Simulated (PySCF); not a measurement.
CH3F2MoNS, multiplicity 1. Atoms are numbered in the order given.

```xyz
9

Mo    -0.2501    -0.2563     0.0000
N     -0.3572     1.4656     0.0000
C      0.1397     2.7953     0.0000
H     -0.2119     3.3448    -0.9002
H      1.2553     2.7861     0.0000
H     -0.2119     3.3448     0.9002
S      1.8465    -0.6449     0.0000
F     -1.0117    -0.8568     1.5923
F     -1.0117    -0.8568    -1.5923
```
Charge 0, spin multiplicity 1.

Coordinates come from a PBE-D3(BJ)/def2-SVP optimisation. The spin state was assumed, not searched. The structure was generated by enumeration; whether it is a known compound was not checked. The def2 effective core potentials stand for the cores of Mo; spin–orbit coupling is left out.

Computed with PBE/def2-TZVP run with PySCF.

Atomic charges (e):

```json
[
 {"atom": "Mo1", "Löwdin": "0.37", "Mulliken": "1.40"},
 {"atom": "N2", "Löwdin": "-0.12", "Mulliken": "-0.40"},
 {"atom": "C3", "Löwdin": "-0.35", "Mulliken": "-0.26"},
 {"atom": "H4", "Löwdin": "0.14", "Mulliken": "___"},
 {"atom": "H5", "Löwdin": "0.14", "Mulliken": "___"},
 {"atom": "H6", "Löwdin": "0.14", "Mulliken": "___"},
 {"atom": "S7", "Löwdin": "0.12", "Mulliken": "___"},
 {"atom": "F8", "Löwdin": "-0.22", "Mulliken": "___"},
 {"atom": "F9", "Löwdin": "-0.22", "Mulliken": "___"}
]
```

**Question.** What belongs in the gaps? (Estimate from the structure and the level; the computed values follow.)

**Answer.** 
- H4, Mulliken: 0.15
- H5, Mulliken: 0.15
- H6, Mulliken: 0.15
- S7, Mulliken: -0.37
- F8, Mulliken: -0.41
- F9, Mulliken: -0.41
